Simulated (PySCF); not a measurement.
I$_{3}$Sb (SMILES [I][Sb]([I])[I]), singlet, geometry from GFN2-xTB (core potentials on I, Sb). Base run: DF-M062X/def2-SV(P) (PySCF).

Input for PySCF:
```python
from pyscf import gto, scf, dft

mol = gto.M(
    atom='''
Sb    0.01294198    0.00090519    1.01247550
I    -1.86865509   -1.50372426   -0.29957913
I    -0.37382384    2.36628049   -0.32214675
I     2.23002532   -0.86342726   -0.35254300
''',
    basis='def2-sv(p)',
    ecp={'I': 'def2-sv(p)', 'Sb': 'def2-sv(p)'},
    verbose=4,
)

mf = dft.RKS(mol)
mf.xc = 'm062x'
mf = mf.density_fit(auxbasis='def2-universal-jkfit')
mf.kernel()
mf.analyze()
```

Variants of this job, named by their change:

```csv
change,ΔE vs base (mEh),SCF cycles,outcome
base,0.000,11,converged
DIIS = EDIIS,-,50,not converged
init_guess = vsap,-,-,input refused
init_guess = mod_huckel,0.000,11,converged
level_shift = 0.3 (with mf.max_cycle = 100),0.000,19,converged
conv_tol = 1e-4,0.002,7,converged
diis = off; damp = 0.6 (with mf.diis_start_cycle = 200; with mf.max_cycle = 150),0.000,27,converged
solver = newton,0.000,-,converged
conv_tol = 1e-7,0.000,10,converged
init_guess = huckel,0.000,11,converged
diis_space = 20,0.000,11,converged
DIIS = ADIIS,0.000,16,converged
conv_tol_grad = 1e-7,0.000,15,converged
```

- init_guess = vsap: ended with `AssertionError: ECP or PP not supported`
